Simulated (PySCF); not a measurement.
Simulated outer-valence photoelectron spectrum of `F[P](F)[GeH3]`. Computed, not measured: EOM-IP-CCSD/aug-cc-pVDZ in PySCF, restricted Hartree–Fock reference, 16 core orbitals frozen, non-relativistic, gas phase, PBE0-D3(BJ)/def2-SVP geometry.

Each root has a Gaussian of 0.5 eV full width with its one-hole share as area; cross sections and vibrations are left out, and the highest printed point is 100.

```
ionisation energy (eV)  intensity
                   8.8          0
                   9.0          3
                   9.2         18
                   9.4         46
                   9.6         48
                   9.8         21
                  10.0          4
                  10.2          0
                  10.4          0
                  10.6          0
                  10.8          0
                  11.0          0
                  11.2          0
                  11.4          0
                  11.6          0
                  11.8          0
                  12.0          2
                  12.2         19
                  12.4         66
                  12.6        100
                  12.8         66
                  13.0         22
                  13.2         21
                  13.4         46
                  13.6         46
                  13.8         19
                  14.0          3
                  14.2          0
                  14.4          1
                  14.6         10
                  14.8         36
                  15.0         53
                  15.2         41
                  15.4         45
                  15.6         51
                  15.8         29
                  16.0         12
                  16.2         30
                  16.4         67
                  16.6         82
                  16.8         58
                  17.0         21
                  17.2          4
                  17.4          0
```

Where are the maxima, and how many lines lie under the curve?

6 maxima, at 9.5, 12.6, 13.5, 15.0, 15.6 and 16.6 eV, from 8 lines. At this width some lines have no maximum of their own.

List the lines with their holes.

```tsv
E (eV)	leading hole (HF orbital)	area	Koopmans (eV)
9.51	HOMO	0.96	10.07
12.55	HOMO-1	0.94	13.30
12.65	HOMO-2	0.94	13.37
13.50	HOMO-3	0.93	14.75
14.98	HOMO-4	0.94	17.64
15.57	HOMO-5	0.93	18.44
16.44	HOMO-6	0.92	18.91
16.71	HOMO-7	0.92	19.40
```

The widest gap, 3.04 eV, lies between 9.51 and 12.55 eV. Only orbitals with −ε under 21 eV, eight at most, were ionised, so the high end of the curve may lack lines.

On Arm Neoverse V2, one thread, shared host with 32 logical CPUs at a one-minute load of 18, this took 3.0 min and 2.0 GiB of memory at its peak.
